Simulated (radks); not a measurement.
Ionisation of neutral dysprosium, [Xe] 4f10 6s2, to [Xe] 4f10 6s1 as the strength of local exchange is varied. All-electron calculation, Dirac Kohn-Sham, Slater X-alpha exchange (alpha = 2/3 is LDA exchange), no correlation, spin-unpolarised, spherical densities, finite nucleus; open shells fill j = l - 1/2 first; Fermi nuclear charge, rms radius 5.2218 fm. Program: a radial shooting solver on a logarithmic mesh with Libxc functionals.

alpha  E(Dy) (hartree)  exchange (hartree)  IE (eV)  -e of the level emptied (eV)  <r> of it (bohr)
0.598      -12126.9668           -223.4939    5.271                 2.799 (6s1/2)             4.254
0.66       -12150.1630           -247.1878    5.550                 3.047 (6s1/2)             4.185
0.667      -12152.7850           -249.8689    5.583                 3.076 (6s1/2)             4.177
0.691      -12161.7794           -259.0702    5.695                 3.177 (6s1/2)             4.150
0.858      -12224.5672           -323.4872    6.522                 3.936 (6s1/2)             3.965
0.889      -12236.2610           -335.5199    6.683                 4.086 (6s1/2)             3.932

NIST Atomic Spectra Database: 5.939 eV (measured). The Delta-SCF value meets it near alpha = 0.74. Spin polarisation and multiplet splitting are left out, so open shells lie too high by an amount that depends on their filling.

Beside tabulated values, note that spin-unpolarised runs miss the spin-polarisation part of the exchange energy of open shells.
